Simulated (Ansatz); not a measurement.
Two members of one family (Series (H2AlX)3), computed with Ansatz in the gas phase. The two geometries come from different levels. Binding counts from free atoms in the multiplicity of their measured ground term, without zero-point energy. The structures are stationary points that may keep the symmetry of their start.

First: (H2Al-mu-H)3 (singlet, charge 0, r2SCAN-D4/def2-SVP geometry).

```xyz
12

Al    0.993    0.917    0.599
H     2.044    1.893    1.236
H    -0.360    0.384    1.637
H     1.277   -0.836    0.803
Al   -0.479   -1.171    0.764
H    -0.069   -1.430   -0.955
H    -0.991   -2.412    1.577
H    -1.706   -0.212   -0.118
Al   -0.513    0.254   -1.363
H    -1.053    0.519   -2.813
H    -0.388    1.658   -0.266
H     1.247    0.437   -1.102
```

```json
{"level": "PBE-D4/def2-SVP", "HOMO (eV)": "-6.54", "LUMO (eV)": "-2.18", "gap (eV)": "4.37", "binding per atom (eV)": "2.37"}
{"level": "B3LYP-D4/def2-TZVP", "HOMO (eV)": "-7.56", "LUMO (eV)": "-1.55", "gap (eV)": "6.01", "binding per atom (eV)": "2.41"}
{"level": "PBE0-D4/def2-SVP", "HOMO (eV)": "-7.70", "LUMO (eV)": "-1.43", "gap (eV)": "6.28", "binding per atom (eV)": "2.38"}
{"level": "PBE0-D4/def2-TZVP", "HOMO (eV)": "-7.69", "LUMO (eV)": "-1.49", "gap (eV)": "6.21", "binding per atom (eV)": "2.38"}
{"level": "r2SCAN0-D4/def2-TZVP", "HOMO (eV)": "-7.89", "LUMO (eV)": "-1.37", "gap (eV)": "6.52", "binding per atom (eV)": "2.44"}
```

Second: (H2Al-mu-OH)3 (singlet, charge 0, PBE-D4/def2-SVP geometry).

```xyz
15

Al   -0.351   -0.426   -1.733
H     0.207   -1.344   -2.922
H    -1.618    0.541   -1.807
O    -0.602   -1.586   -0.275
Al   -0.856   -1.004    1.499
H     0.309   -1.672    2.365
H    -2.404   -1.003    1.898
O    -0.448    0.792    1.116
Al    1.113    1.602    0.444
H     2.399    1.127    1.264
H     0.706    3.126    0.188
O     1.108    0.605   -1.153
H    -0.299   -2.501   -0.412
H    -1.235    1.370    1.071
H     1.971    0.373   -1.542
```

**Question.** Estimate the same table for the second.

**Answer.** 
```csv
level,HOMO (eV),LUMO (eV),gap (eV),binding per atom (eV)
PBE-D4/def2-SVP,-6.68,-0.80,5.88,3.44
B3LYP-D4/def2-TZVP,-7.85,-0.58,7.28,3.43
PBE0-D4/def2-SVP,-7.99,0.04,8.03,3.40
PBE0-D4/def2-TZVP,-8.03,-0.33,7.71,3.37
r2SCAN0-D4/def2-TZVP,-8.25,-0.04,8.21,3.40
```
